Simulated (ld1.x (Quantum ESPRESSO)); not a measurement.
# Reading a pseudo-wave (Pd (Z = 46))

Columns: radius, all-electron u(r) and pseudo u(r) of the 4d shell (level -4.11 eV) of palladium in the configuration [Kr] 4d10 5s0 5p0; PW91, scalar-relativistic, TM scheme, ld1.x (Quantum ESPRESSO) 7.5.

| r (bohr) | all-electron | pseudo |
| --- | --- | --- |
| 0.210 | 0.4102 | -0.0296 |
| 0.420 | 0.0731 | -0.1967 |
| 0.630 | -0.4467 | -0.4854 |
| 0.840 | -0.7441 | -0.7447 |
| 1.050 | -0.8379 | -0.8584 |
| 1.260 | -0.8188 | -0.8386 |
| 1.470 | -0.7518 | -0.7590 |
| 1.680 | -0.6705 | -0.6713 |
| 1.890 | -0.5897 | -0.5897 |
| 2.100 | -0.5154 | -0.5154 |
| 2.310 | -0.4493 | -0.4493 |
| 2.520 | -0.3913 | -0.3913 |
| 2.730 | -0.3409 | -0.3409 |
| 2.940 | -0.2971 | -0.2971 |
| 3.150 | -0.2592 | -0.2592 |
| 3.360 | -0.2264 | -0.2264 |
| 3.570 | -0.1980 | -0.1980 |
| 3.780 | -0.1734 | -0.1734 |
| 3.990 | -0.1521 | -0.1521 |
| 4.200 | -0.1337 | -0.1337 |
| 4.410 | -0.1177 | -0.1177 |
| 4.620 | -0.1038 | -0.1038 |
| 4.830 | -0.0917 | -0.0917 |
| 5.040 | -0.0811 | -0.0811 |
| 5.250 | -0.0719 | -0.0719 |
| 5.460 | -0.0638 | -0.0638 |

(1) How many radial nodes do the two functions have?

(2) At about which radius was the pseudo-wave matched?

(3) Is the pseudo-wave norm-conserving?

## Answers

(1) The all-electron 4d function has n − l − 1 = 1; the pseudo-wave has 0, since the states of the same l below it are removed with the core.

(2) 1.95 bohr, where the columns begin to agree (steps of 0.21 bohr).

(3) Yes: the TM scheme keeps the norm inside the radius equal to the all-electron one, which fixes the energy derivative of the logarithmic derivative at the level.
